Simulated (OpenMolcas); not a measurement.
Pd2+ with 6 ligands (fluoride) in octahedral coordination (Oh). A charge of +0.667 e stands 2.6 Å behind each ligand. Ligand basis ANO-RCC-VDZP.

```
Program             : OpenMolcas
Method              : CASSCF
Basis               : ANO-RCC-VTZP [7s6p4d2f1g]
Scalar Hamiltonian  : DKH2, point nucleus
Active space        : 8 electrons in 5 orbitals (4d)
State averaging     : 2S+1 = 3 even, 10 roots; 2S+1 = 1 even, 15 roots
Spin-orbit coupling : RASSI with atomic mean-field integrals over the reference wave functions
```

All ligands move together. At R = 2.17 Å |10Dq| is 9860 cm-1, and at R = 2.28 Å it is 7273 cm-1.

Q: A third run gives 12713 cm-1. What distance was it run at?

A: With a power law R^-n the two known points give n = -ln(7273 / 9860) / ln(2.28 / 2.17) = 6.15. Then R = 2.17 × (9860 / 12713)^(1/6.15) = 2.082 Å. The run was at 2.08 Å, so the estimate is off by +0.002 Å.

Without dynamic correlation the repulsion within the d shell is too large (B by tens of per cent), so at a given field states of lower spin stand too high. Real 4d8 and 5d8 ions are as a rule square planar and diamagnetic. With metal d orbitals alone the field can be off either way by tens of per cent. Ligand-to-metal charge-transfer states are missing. With no ligand orbital active B as a rule stays too high, so bands that hang on it stand too high and its fall with covalency is understated. No measured value stands beside these numbers; the geometry was imposed, not optimised, and the real ion may take another.
